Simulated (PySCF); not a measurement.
**Electron correlation in As⁺ (arsenic, charge +1)**

[Ar] 3d10 4s2 4p2, high-spin 3P determinant. All numbers are calculated (PySCF 2.14, a scalar-relativistic core potential, in cc-pVDZ-PP with ECP10MDF). Frozen: 3s2 3p6 3d10; 4 electrons correlated.

MP2 pair energies summed by pair of shells (mhartree):

```json
{"pair": "4s-4p", "energy": "-25.37", "share (%)": "60.0"}
{"pair": "4s-4s", "energy": "-12.71", "share (%)": "30.1"}
{"pair": "4p-4p", "energy": "-4.21", "share (%)": "10.0"}
```

Total MP2 correlation energy: -42.30 mhartree.

Same-spin part -7.00 and opposite-spin part -35.29 mhartree; SCS-MP2 scales them by 1/3 and 6/5 to -44.68 mhartree.

| level | correlation energy (mhartree) |
| --- | --- |
| CCSD | -58.69 |
| (T) | -0.61 |
| CCSD(T) | -59.30 |

Diagnostics: T1 = 0.0064, D1 = 0.0180, largest double amplitude 0.095.

Cost of the coupled-cluster step: 0.15 s of wall time on 1 thread of Neoverse-N1 (shared host), for 4 correlated electrons.
